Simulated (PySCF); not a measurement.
MNa for M along the second period

PBE0 with triple-zeta basis sets in PySCF, for the lowest determinant that a PBE0 search found; no spin–orbit coupling. De refers to high-spin ground-configuration atoms. A positive dipole means M(−)Na(+).

| M | basis | state (unpaired electrons) | Re (Å) | ωe (cm⁻¹) | De (eV) | μ (D) |
| --- | --- | --- | --- | --- | --- | --- |
| Li | def2-TZVP | singlet (closed shell) | 2.927 | 252 | 0.74 | 0.40 |
| Be | def2-TZVP | doublet (σ ↑) | 2.901 | 220 | 0.36 | 2.75 |
| B | def2-TZVPP | triplet (σ ↑, π ↑) | 2.486 | 330 | 0.95 | 5.98 |
| C | x2c-TZVPPall | quartet (σ ↑, π ↑↑) | 2.228 | 434 | 2.02 | 7.50 |
| N | def2-TZVPP | triplet (π ↑↑) | 2.240 | 382 | 1.04 | 6.22 |
| O | x2c-TZVPPall | doublet (π ↑) | 2.046 | 493 | 2.54 | 7.77 |
| F | x2c-TZVPPall | singlet (closed shell) | 1.922 | 540 | 4.56 | 7.88 |

The shortest bond is that of NaF (1.922 Å), the longest that of NaLi (2.927 Å). NaF is bound most strongly (4.56 eV) and NaBe least (0.36 eV).

The rows differ in basis set, which adds steps of its own.

The state changes along the series, so neighbouring rows are not always alike in their bonding.

Closed-shell solutions of metal pairs were not tested for spin polarisation, which can lower them a little. Weak bonds: NaBe. Basis-set superposition, not corrected here, can be much of De in a small basis, most of all at correlated wavefunction levels. Functionals without a dispersion term scatter widely for such bonds, and LDA overbinds them. States were picked by a PBE0 search and need not be the measured ground states.
